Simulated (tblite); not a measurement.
C₅H₁₁OP.
Atom-mapped SMILES: `[CH3:1]/[CH:2]=[P:3]\[CH2:4][CH2:5][CH2:6][OH:7]` (hydrogens: H8, H9, H10 on C1; H11 on C2; H12, H13 on C4; H14, H15 on C5; H16, H17 on C6; H18 on O7)

Geometry (GFN2-xTB, Å), atoms numbered from 1 in this order:
```xyz
18
C5H11OP angstrom
C      2.4337    0.1354    0.4562
C      2.1845   -0.1160   -0.9904
P      0.8941   -0.8066   -1.7998
C     -0.3142   -1.2494   -0.4330
C     -1.0800   -0.0470    0.1117
C     -1.9431    0.6047   -0.9685
O     -2.6419    1.7326   -0.5021
H      2.3904    1.2073    0.6598
H      1.7144   -0.3643    1.0991
H      3.4356   -0.2036    0.7224
H      2.9877    0.2151   -1.6398
H      0.2205   -1.7610    0.3708
H     -1.0230   -1.9649   -0.8605
H     -1.7215   -0.3715    0.9389
H     -0.3872    0.7027    0.4989
H     -2.6392   -0.1386   -1.3852
H     -1.3058    0.9683   -1.7804
H     -3.2139    1.4633    0.2256
```

Method: GFN2-xTB as coded in tblite; computed harmonic values from a numerical Hessian at the method's own geometry, unscaled. This tight-binding method is rough: wavenumbers can miss measured ones by several per cent, in bad cases by 10 to 20. One conformer, not necessarily the lowest.

Harmonic wavenumbers (cm⁻¹): 46.8, 78.6, 97.4, 133.3, 173.3, 229.1, 296.4, 297.2, 349.5, 418.7, 484.5, 662.2, 743.6, 794.8, 835.2, 857.0, 977.2, 1001.3, 1014.0, 1042.3, 1065.7, 1101.7, 1120.0, 1151.1, 1188.1, 1246.6, 1275.9, 1298.8, 1326.0, 1358.4, 1362.6, 1396.0, 1455.1, 1477.1, 1478.2, 1486.2, 1491.1, 2866.7, 2926.3, 2944.0, 2957.9, 2960.7, 2969.5, 2989.4, 2996.0, 3022.9, 3048.0, 3539.2.

A = 3421, B = 1086, C = 986.7 MHz; mass 118.055 u (most abundant isotopes); point group C1, symmetry number 1.

Q: What is the zero-point energy?

A: ½Σν̃ = 33016 cm⁻¹ = 394.96 kJ/mol.

Q: Give the ideal-gas entropy at 298.15 K and 1 bar in the rigid-rotor, harmonic-oscillator model (classical rotation).

A: Translation 168.36, rotation 120.76, vibration 114.04: S = 403.2 J/(mol K).

Q: And Cp and H(298.15 K) − H(0)?

A: Cp = 145.21 J/(mol K), of which vibrations give 111.96 (their classical limit is 48 R = 399.1); H(298.15 K) − H(0) = 27.46 kJ/mol without the zero-point energy, 17.55 from vibrations.

Q: Which modes carry the vibrational entropy at 298.15 K?

A: 46.8 cm⁻¹: 20.70; 78.6 cm⁻¹: 16.42; 97.4 cm⁻¹: 14.67; 133.3 cm⁻¹: 12.12; 173.3 cm⁻¹: 10.04; 229.1 cm⁻¹: 7.89 J/(mol K); the other 42 give 32.19 together.

Q: Blend soft modes into free rotors: weight 1/[1 + (100 cm⁻¹/ν̃)⁴] for the oscillator and the rest for a rotor with moment μB/(μ + B), μ = h/(8π²ν), B = 10⁻⁴⁴ kg m². What vibrational entropy results?

A: 104.51 J/(mol K) in place of 114.04, which changes −T·S at 298.15 K by +2.84 kJ/mol.

Hindered rotation and anharmonicity are outside this model. Other conformers, if any are populated, would add a mixing term that is left out. The structure is chiral; the term R ln 2 for an equal mix with its mirror image is left out.

The run took 0.46 s of wall time on Arm Neoverse V2, one thread, no GPU, shared host with 96 logical CPUs at a one-minute load of 52. This covers the Hessian and the dipole derivatives.
